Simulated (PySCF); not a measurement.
System (SMILES): C=C(F)F.
Geometry (B3LYP-D3(BJ)/def2-TZVP, fixed):
```xyz
6

C      1.3666    -0.1842    -0.0960
C      0.0659    -0.0089    -0.0046
F     -0.8303    -0.9779     0.0790
F     -0.5461     1.1633     0.0177
H      2.0191     0.6710    -0.1597
H      1.7731    -1.1820    -0.1067
```
Charge 0, spin multiplicity 1.

Basis-set convergence of the mean static polarisability at HF with PySCF. All functions are spherical. Density fitting with generated auxiliary sets. In sets without p functions on hydrogen, species with hydrogen take exact integrals. No added dispersion term, no relativity. Reference: the value in d-aug-cc-pVTZ, 27.09 bohr³, itself unsure by roughly 0.4 % (its mean distance from aug-pcseg-2, aug-cc-pVTZ). Deviations are taken from unrounded values.

| basis | functions | mean static polarisability (bohr³) |
|---|---|---|
| 6-31G* | 60 | 20.16 |
| 6-31+G* | 76 | 23.97 |
| cc-pVDZ | 66 | 20.48 |
| aug-cc-pVDZ | 110 | 26.59 |
| def2-SVP | 66 | 20.45 |
| def2-SVPD | 102 | 26.20 |
| pcseg-1 | 66 | 21.07 |
| aug-pcseg-1 | 110 | 27.10 |
| 6-311G** | 84 | 21.21 |
| 6-311+G** | 100 | 23.87 |
| def2-TZVP | 136 | 24.45 |
| def2-TZVPD | 172 | 26.90 |
| cc-pVTZ | 148 | 23.62 |
| aug-cc-pVTZ | 230 | 26.97 |
| pcseg-2 | 148 | 24.56 |
| aug-pcseg-2 | 230 | 26.98 |
| def2-TZVPP | 152 | 24.62 |
| def2-TZVPPD | 188 | 26.91 |
| def2-QZVPP | 288 | 25.80 |
| def2-QZVPPD | 324 | 27.01 |

What the diffuse functions change, pair by pair:
- 6-31G* to 6-31+G*: 16 more functions, deviation -25.6 to -11.5 %
- cc-pVDZ to aug-cc-pVDZ: 44 more functions, deviation -24.4 to -1.9 %
- def2-SVP to def2-SVPD: 36 more functions, deviation -24.5 to -3.3 %
- pcseg-1 to aug-pcseg-1: 44 more functions, deviation -22.2 to 0.1 %
- 6-311G** to 6-311+G**: 16 more functions, deviation -21.7 to -11.9 %
- def2-TZVP to def2-TZVPD: 36 more functions, deviation -9.8 to -0.7 %
- cc-pVTZ to aug-cc-pVTZ: 82 more functions, deviation -12.8 to -0.4 %
- pcseg-2 to aug-pcseg-2: 82 more functions, deviation -9.3 to -0.4 %
- def2-TZVPP to def2-TZVPPD: 36 more functions, deviation -9.1 to -0.6 %
- def2-QZVPP to def2-QZVPPD: 36 more functions, deviation -4.8 to -0.3 %

They bring the value nearer the reference by more than 0.4 % in 10 of 10 pairs.
